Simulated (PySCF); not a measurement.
Geometry (Å), atoms numbered from 1 in this order:
```xyz
9

B     2.352    0.273   -0.090
C     0.852    0.096   -0.025
C    -0.357   -0.049    0.021
C    -1.817   -0.217    0.063
F    -2.162   -1.398    0.571
F    -2.335   -0.136   -1.161
F    -2.369    0.732    0.816
H     3.069   -0.505    0.488
H     2.816    1.188   -0.722
```

Geometry: PBE0-D3(BJ)/def2-SVP; GIAO absolute shieldings from PySCF 2.14.0 with density-fitted response routines, gas phase, non-relativistic, averaged over equivalent atoms.

At PBE0/6-31G (67 basis functions, 5 s wall time on 1 thread of an Arm Neoverse V1, shared host):
```csv
atoms,σ (ppm)
B1,46.0
C3,70.5
C4,80.7
C2,107.1
F5/F6/F7,253.7
H8/H9,24.74
```

Problem. Predict the values at LC-wPBE/pcSseg-2 on the same geometry.

Solution. 
```
   atoms  σ at LC-wPBE/pcSseg-2  change
      B1                   19.4   -26.6
      C3                   42.3   -28.2
      C4                   60.6   -20.1
      C2                   90.6   -16.5
F5/F6/F7                  246.1    -7.6
   H8/H9                  24.35   -0.39
```

The largest change is at C3 (alkyne carbon). Cost: 280 basis functions, 63 s wall time on 1 thread of an Arm Neoverse V1, shared host. The order of the carbon signals is the same at both levels.

A carbon bonded to boron is broadened by the quadrupolar boron nucleus and is often missing from a measured spectrum.
